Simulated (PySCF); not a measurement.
SCF from a fresh guess for triplet IrI₂⁺, at the B3LYP minimum. PySCF input:

```python
from pyscf import gto, scf, dft
mol = gto.M(atom='''
Ir    -0.000000    -0.000000    -0.837874
I      1.994668    -0.000000     0.632604
I     -1.994668     0.000000     0.632604''',
    basis={'Ir': 'def2-SVP', 'I': 'def2-SVP'},
    ecp={'Ir': 'def2-SVP', 'I': 'def2-SVP'},
    charge=1, spin=2)
mf = dft.UKS(mol, xc='B3LYP')
mf.grids.atom_grid = (50, 194)
aux = {'Ir': 'def2-universal-JKFIT', 'I': 'def2-universal-JKFIT'}
mf = mf.density_fit(auxbasis=aux)
mf.conv_tol = 1e-08
mf.diis_space = 10
mf.max_cycle = 60
mf.init_guess = 'huckel'
mf.verbose = 4
mf.kernel()
```

Excerpt of the output (cycles alone):

```
init E= -698.843522364038
cycle= 1 E= -694.839471277908  delta_E=    4  |g|= 2.58  |ddm|= 4.92
cycle= 2 E= -677.528620437583  delta_E= 17.3  |g|= 4.49  |ddm|= 13.4
cycle= 3 E= -699.326170268372  delta_E= -21.8  |g|= 0.798  |ddm|= 12.2
cycle= 4 E= -699.632962227568  delta_E= -0.307  |g|= 0.269  |ddm|= 1.05
cycle= 5 E= -699.665469571409  delta_E= -0.0325  |g|= 0.0937  |ddm|= 0.362
cycle= 6 E= -699.669255177068  delta_E= -0.00379  |g|= 0.03  |ddm|= 0.106
cycle= 7 E= -699.670118776952  delta_E= -0.000864  |g|= 0.00793  |ddm|= 0.0586
cycle= 8 E= -699.670580440885  delta_E= -0.000462  |g|= 0.0128  |ddm|= 0.0786
cycle= 9 E= -699.670842284623  delta_E= -0.000262  |g|= 0.00945  |ddm|= 0.0383
cycle= 10 E= -699.671854217237  delta_E= -0.00101  |g|= 0.00476  |ddm|= 0.224
cycle= 11 E= -699.671957055802  delta_E= -0.000103  |g|= 0.00277  |ddm|= 0.0319
cycle= 12 E= -699.672142190131  delta_E= -0.000185  |g|= 0.00201  |ddm|= 0.0962
cycle= 13 E= -699.672186703827  delta_E= -4.45e-05  |g|= 0.000886  |ddm|= 0.0699
cycle= 14 E= -699.672187445628  delta_E= -7.42e-07  |g|= 0.000211  |ddm|= 0.00356
cycle= 15 E= -699.672187770443  delta_E= -3.25e-07  |g|= 0.000107  |ddm|= 0.00709
cycle= 16 E= -699.672187795059  delta_E= -2.46e-08  |g|= 3.79e-05  |ddm|= 0.000692
cycle= 17 E= -699.6721877985  delta_E= -3.44e-09  |g|= 7.45e-06  |ddm|= 0.000805
Extra cycle  E= -699.67218779866  delta_E= -1.6e-10  |g|= 6.62e-06  |ddm|= 4.44e-05
converged SCF energy = -699.67218779866  <S^2> = 2.0105417  2S+1 = 3.0070196
```

This is not the lowest solution: another start and a stability analysis within the same unrestricted form found one 10.6 kJ/mol lower, at -699.67623 Eh.

Open d and f shells are described by one determinant, and the ground state may have another occupation or spin. Spin–orbit coupling, left out here, can matter for elements this heavy.

The search for the lowest solution, 3 starts and the stability check together, took 29 s on 2 threads of a shared Arm Neoverse N1 host, with 84 basis functions; the process peaked at 0.42 GiB. Launch command: `OMP_NUM_THREADS=2 python axn.py task.json out`.
